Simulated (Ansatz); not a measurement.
All numbers were calculated with Ansatz.

A structure relaxed at PBE0-D4/def2-TZVP, charge 0, multiplicity 2:

```
atom   x (Å)   y (Å)   z (Å)
  N1  -0.273  -0.931   0.076
 Ge2  -0.153   0.893  -0.065
  F3   0.511   1.122  -1.658
 Cl4   1.320   1.555   1.370
  H5  -0.778  -1.370  -0.685
  H6  -0.627  -1.268   0.962
```

(1) Give its formula and SMILES.

(2) Summarise the bond lengths by kind.

Answers

(1) ClFGeH2N, `[NH2][Ge]([F])[Cl]`.

(2) 1 × Ge–N 1.833 Å; 2 × H–N 1.012 to 1.013 Å; 1 × F–Ge 1.741 Å; 1 × Cl–Ge 2.161 Å.
